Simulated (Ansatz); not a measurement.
System: sum formula HSiOBr3, net charge 0, singlet state. 
Geometry from a B3LYP-D3(BJ)/def2-TZVP (Ansatz, a first-principles code) optimisation:
```xyz
6

Si    -0.3854     0.0297    -0.2892
Br    -0.6666    -1.5689     1.2211
Br    -0.0672     1.9442     0.7825
Br     1.3425    -0.4252    -1.5709
O     -1.6718     0.1260    -1.2757
H     -2.5319     0.3209    -0.8897
```

Property: vertical triplet-singlet gap (E(triplet) - E(singlet); each state is the SCF solution reached for its spin; for the triplet the Hartree-Fock reference is unstable and T1 is 0.028), in kJ/mol. Cores are frozen in the correlated levels unless marked. UHF or UKS for open shells. No spin-orbit coupling. The frozen core is the preceding noble-gas configuration, with the filled d and f shells of earlier blocks. Non-relativistic.  The program attaches cautions to a run behind CCSD(T)/def2-SVPD: other roots.

| level | program | vertical triplet-singlet gap (kJ/mol) |
|---|---|---|
| PBE/def2-TZVPD | Ansatz | 494.1 |
| PBE0/def2-TZVPD | Ansatz | 550.5 |
| wB97M-V/def2-TZVPD | Ansatz | 607.3 |
| B2PLYP/def2-TZVPD | Ansatz | 577.6 |
| RI-MP2/def2-QZVPPD | Ansatz | 649.5 |
| CCSD(T)/def2-SVPD | Ansatz | 603.1 |
